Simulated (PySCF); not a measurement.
SMILES s1c(cc2c1ccs2)-c1sccc1OC (C11H8OS3) (GFN2-xTB optimised geometry):

```
23

C      1.947    -2.830     0.002
O      1.363    -1.550     0.000
C      2.196    -0.479     0.000
C      3.611    -0.479     0.000
C      4.129     0.777     0.000
S      2.918     1.993     0.000
C      1.658     0.795     0.000
C      0.279     1.143     0.000
C     -0.269     2.402     0.000
C     -1.669     2.352     0.001
S     -2.933     3.533     0.002
C     -4.127     2.275     0.005
C     -3.601     1.024     0.005
C     -2.192     1.063     0.003
S     -0.933    -0.124     0.003
H      1.116    -3.533     0.002
H      2.559    -2.991    -0.891
H      2.558    -2.989     0.896
H      4.218    -1.365     0.000
H      5.161     1.063     0.000
H      0.318     3.302    -0.001
H     -5.161     2.555     0.006
H     -4.184     0.122     0.006
```

Calculation: PBE0/def2-SVP (PySCF).

What are the frontier orbital energies and the dipole moment?

HOMO-2 -6.89 eV, HOMO-1 -6.37 eV, HOMO -5.36 eV, LUMO -1.28 eV, LUMO+1 0.17 eV; dipole moment 3.07 D.

On the same geometry PBE/def2-SVP (PySCF) gives HOMO-2 -5.71 eV, HOMO-1 -5.31 eV, HOMO -4.45 eV, LUMO -1.89 eV, LUMO+1 -0.66 eV; dipole moment 2.93 D.

Meta-Löwdin charges at PBE0/def2-SVP: C1 -0.08, O2 -0.33, C3 0.17, C4 -0.18, C5 -0.23, S6 0.25, C7 -0.15, C8 -0.09, C9 -0.16, C10 -0.12, S11 0.23, C12 -0.23, C13 -0.14, C14 -0.13, S15 0.24, H16 0.13, H17 0.10, H18 0.10, H19 0.12, H20 0.13, H21 0.12, H22 0.13, H23 0.12.
